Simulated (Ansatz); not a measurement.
Geometry optimisation, DFT PBE, scalar-relativistic, plane waves, PAW in Ansatz.

The input (input.yaml):

```yaml
crystal:
  lattice:
    - [0.0, 5.43, 5.43]
    - [5.43, 0.0, 5.43]
    - [5.43, 5.43, 0.0]
  atoms:
    - { symbol: Si, position: [0.0, 0.0, 0.0] }
    - { symbol: Si, position: [0.125, 0.125, 0.125] }
    - { symbol: Si, position: [0.0, 0.0, 0.5] }
    - { symbol: Si, position: [0.125, 0.125, 0.625] }
    - { symbol: Si, position: [0.0, 0.5, 0.0] }
    - { symbol: Si, position: [0.125, 0.625, 0.125] }
    - { symbol: Si, position: [0.0, 0.5, 0.5] }
    - { symbol: Si, position: [0.125, 0.625, 0.625] }
    - { symbol: Si, position: [0.5, 0.0, 0.0] }
    - { symbol: Si, position: [0.625, 0.125, 0.125] }
    - { symbol: Si, position: [0.5, 0.0, 0.5] }
    - { symbol: Si, position: [0.625, 0.125, 0.625] }
    - { symbol: Si, position: [0.5, 0.5, 0.0] }
    - { symbol: Si, position: [0.625, 0.625, 0.125] }
    - { symbol: Si, position: [0.5, 0.5, 0.5] }
    - { symbol: Si, position: [0.625, 0.625, 0.625] }
    - { symbol: Si, position: [0.3754824, 0.8755582, 0.8703601] }
basis:
  ecutwfc: 420.0
kpoints:
  mp_grid: { grid: [2, 2, 2] }
hamiltonian:
  xc: pbe
  pseudopotentials: { kind: paw, azcp: { folder: soft_1 } }
scf:
  occupations: { method: gaussian, width: 0.05 }
  lower_state_search: "off"
relax:
  f_tol: 0.03
  max_steps: 60
  adjacent_minimum: "off"
```

Launched with:

```bash
$ ansatz run input.yaml --threads 1 --pin off --max-ram 3072MiB --backend cpu --events-out ev --progress --plain --runs-dir out
```

Where does it end, and by what steps?

The forces met the threshold. The force dipped under the threshold on the way, but the program's further checks kept it going. Limits of this set-up: a small cell, in which the defect meets its images. After 3 steps the energy has fallen by 0.126 eV; Si11 moved furthest, 0.05 Å.

| step | energy less start (eV) | largest force component (eV/Å) | accepted |
| --- | --- | --- | --- |
| 0 | 0.0000 | 0.630 | yes |
| 1 | -0.1127 | 0.213 | yes |
| 2 | -0.1255 | 0.015 | yes |
| 3 | -0.1255 | 0.015 | yes |

```xyz
17
Lattice="0.0000 5.4300 5.4300 5.4300 0.0000 5.4300 5.4300 5.4300 0.0000" Properties=species:S:1:pos:R:3
Si 0.022 -0.024 -0.023
Si 1.390 1.357 1.357
Si 2.710 2.719 -0.004
Si 4.071 4.038 1.359
Si 2.711 -0.004 2.719
Si 4.073 1.358 4.040
Si 5.435 2.720 2.721
Si 6.788 4.073 4.072
Si 0.020 2.735 2.736
Si 1.353 4.068 4.073
Si 2.688 5.403 2.741
Si 4.070 6.785 4.106
Si 2.691 2.737 5.407
Si 4.072 4.105 6.787
Si 5.434 5.425 5.426
Si 6.753 6.786 6.789
Si 9.498 6.783 6.789
```

Run time: 14 s on 1 thread of Arm Neoverse V2 (shared host), peak memory 0.52 GiB.
